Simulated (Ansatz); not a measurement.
The first iterations of a band of CH₇NO₂Si₂ (13 atoms, charge 0, multiplicity 1).

Level of theory: RKS r2SCAN-D4/6-31G (Ansatz 0.2.0).

```yaml
movable_images: 7
climbing_image: yes
spring: 5.0 eV/Å²
optimiser: quadratic models (default)
start_path: IDPP
force_threshold: 0.05 eV/Å
iteration_limit: 20
end_points: relaxed
```

Initial state:

```xyz
13
Properties=species:S:1:pos:R:3
N -1.422 -1.301 0.681
Si -0.278 -0.159 0.063
Si 1.905 -0.736 0.729
O -0.521 0.320 -1.654
C -0.767 1.719 -1.238
O -0.723 1.576 0.233
H -2.414 -1.217 0.502
H -1.168 -2.101 1.243
H 2.870 0.181 0.041
H 2.209 -2.159 0.352
H 2.045 -0.586 2.217
H 0.037 2.373 -1.587
H -1.752 2.056 -1.569
```

Final state:

```xyz
13
Properties=species:S:1:pos:R:3
N -1.432 -1.228 0.785
Si -0.279 -0.144 0.082
Si 1.906 -0.744 0.721
O -0.524 0.252 -1.656
C -0.760 1.670 -1.309
O -0.711 1.600 0.168
H -1.180 -2.009 1.373
H -2.427 -1.126 0.632
H 2.865 0.211 0.080
H 2.212 -2.143 0.267
H 2.050 -0.673 2.215
H 0.046 2.302 -1.693
H -1.744 1.998 -1.651
```

| iteration | highest image above the first end (eV) | largest band force component (eV/Å) |
| --- | --- | --- |
| 1 | 0.411 | 0.658 |
| 2 | 0.386 | 0.410 |

Problem. Does the band converge within its limit, and where does its top end?

Solution. The run converged. It ended after 6 iterations with the highest image 0.349 eV above the first end. A vibrational analysis at the climbing image gives one clearly imaginary mode, 383i cm⁻¹: a first-order saddle point. Limits of this set-up: no polarisation functions.

Run time: 5.7 min on 1 thread of Arm Neoverse V2, with other jobs on the host, peak memory 0.16 GiB.
